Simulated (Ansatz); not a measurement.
```yaml
crystal:
  periodic: [true, true, true]
  atoms:
    - {symbol: F, position_ang: [-2.173367, 0.795250, -1.297631]}
    - {symbol: C, position_ang: [-1.131751, 0.397075, -0.593826]}
    - {symbol: C, position_ang: [-1.101820, 0.246347, 0.723940]}
    - {symbol: F, position_ang: [-2.079225, 0.462322, 1.581684]}
    - {symbol: C, position_ang: [0.214918, -0.282957, 1.165297]}
    - {symbol: F, position_ang: [0.116902, -1.585294, 1.561007]}
    - {symbol: F, position_ang: [0.735300, 0.391170, 2.204744]}
    - {symbol: C, position_ang: [1.100710, -0.191339, -0.099739]}
    - {symbol: F, position_ang: [1.941427, 0.884410, 0.010686]}
    - {symbol: C, position_ang: [0.138152, 0.026533, -1.269849]}
    - {symbol: H, position_ang: [1.707438, -1.093904, -0.191991]}
    - {symbol: H, position_ang: [0.515438, 0.823619, -1.914661]}
    - {symbol: H, position_ang: [0.015876, -0.873221, -1.879650]}
basis:
  gaussian: {orbitals: cc-pVTZ}
hamiltonian: {xc: {name: wPBEh}}
accuracy: high
output: {forces: true}
```

```sh
$ ansatz run in.yaml --threads 4 --pin off --events-out ev --progress --plain --max-ram 66560MiB --backend cuda --devices 0, --max-vram 37GiB
```

It prints (some lines left out):

```
Error: YAML parse error: error: line 2 column 3: crystal: missing field `lattice` (a structure is typed as `lattice` and `atoms`, a molecule's as `atoms` in Å alone, or read from a run's directory, `checkpoint`)
 --> <input>:2:3
1 | crystal:
2 |   periodic: [true, true, true]
3 |   atoms:
4 |     - {symbol: F, position_ang: [-2.173367, 0.795250, -1.297631]}
```

(1) What is wrong with this run?

## Answers

(1) The molecule is marked periodic without a cell. The program refused the input.
